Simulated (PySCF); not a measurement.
Question: Write Cartesian coordinates for `B[C@@H]1BCCC1` as optimised with PBE0-D3(BJ)/def2-SVP.

Answer: 
```
atom  x, y, z in Å
B1     2.2418    0.1997    0.4977
C2     0.9325    0.0878   -0.2880
B3    -0.0251    1.2423    0.2244
C4    -1.4684    0.6396    0.3099
C5    -1.3974   -0.6640   -0.4935
C6     0.0412   -1.1593   -0.3154
H7     3.0352    1.0806    0.2533
H8     2.4650   -0.5447    1.4303
H9     1.0463    0.5555   -1.2994
H10    0.3052    2.3769    0.4761
H11   -1.5669    0.4110    1.3955
H12   -2.3098    1.3073    0.0711
H13   -2.1464   -1.4140   -0.1937
H14   -1.5846   -0.4430   -1.5594
H15    0.1426   -1.6814    0.6520
H16    0.3416   -1.8821   -1.0904
```

Any rigid rotation of these coordinates is as good. Atoms count from 1 in this order. B1 (three-coordinate boron) is planar (angles 120.7°, 120.4° and 118.7°, sum 359.9°, 0.03 Å off the plane of its three neighbours). All 3 C–C bonds measure 1.532 to 1.533 Å. The 3 B–C bonds span 1.531 Å (B1–C2, drawn single) to 1.585 Å (C2–B3, drawn single), a spread of 0.054 Å. The 5-membered ring C2–B3–C4–C5–C6 has internal angles of 104.3° to 107.1°; it is puckered, 0.15 Å rms from its mean plane, widest ring torsion 36°.

Bonds between heavy atoms (Å): B1–C2 1.531, C2–B3 1.585, B3–C4 1.566, C4–C5 1.533, C5–C6 1.532, C2–C6 1.533.

Theory: PBE0-D3(BJ)/def2-SVP geometry optimisation, gas phase in PySCF 2.14.0.

Point group: C1 (no symmetry element, even within 0.4 Å). PBE0-D3(BJ)/def2-SVP frequencies: not computed here. The numbers are those of one conformer (H–B1–C2–B3 -74° and 101°, B1–C2–B3–C4 -140°, C2–B3–C4–C5 -15°, B3–C4–C5–C6 31°, C4–C5–C6–C2 -36°).

Time: 52 s wall; peak memory 0.58 GiB. Hardware: an Arm Neoverse V1 with one thread, shared host with 64 logical CPUs at a one-minute load of 42. These figures are those of the optimisation.
